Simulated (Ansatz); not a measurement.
Frontier orbitals of CH$_{3}$AgF$_{3}$PS, SMILES `C[S][Ag-][P+](F)(F)F`.

Charge 0, multiplicity 1. Correlated methods include outer-core shells of Ag, which these sets cover unevenly. Ag: def2 effective core potential. The geometry is a stationary point of PBE0-D4/def2-TZVP. It is one conformer, not always the lowest. Basis def2-TZVPP, Ansatz 0.2.0.

| functional | HOMO (eV) | LUMO (eV) | gap (eV) |
| --- | --- | --- | --- |
| LDA (SPW92) | -5.02 | -2.78 | 2.24 |
| PBE | -4.82 | -2.51 | 2.31 |
| BLYP | -4.68 | -2.38 | 2.30 |
| r2SCAN | -4.98 | -2.34 | 2.64 |
| PBE0 | -5.79 | -1.77 | 4.02 |
| B3LYP | -5.61 | -1.98 | 3.63 |
| r2SCANh | -5.34 | -2.07 | 3.27 |
| HSE06 (plane-wave form) | -5.40 | -2.13 | 3.27 |
| CAM-B3LYP | -7.02 | -0.84 | 6.18 |
| ωB97M-V | -7.85 | -0.08 | 7.77 |
| HF | -8.07 | 1.02 | 9.09 |

Question: What is the vertical ionisation energy at frozen-core CCSD(T)/def2-TZVPP? (Best estimate.)

Answer: The calculation gave: 7.65 eV (T1 of the cation 0.015).

From PBE to PBE0 the HOMO moves by −0.97 eV and the LUMO by +0.74 eV, and with ωB97M-V by −3.04 and +2.43 eV, so the gap grows from 2.31 to 7.77 eV with exact exchange. −ε(HOMO) differs from that ionisation energy by −2.84 eV with PBE and +0.20 eV with ωB97M-V.

B3LYP here is the variant with VWN-RPA as its local correlation; programs differ in this.
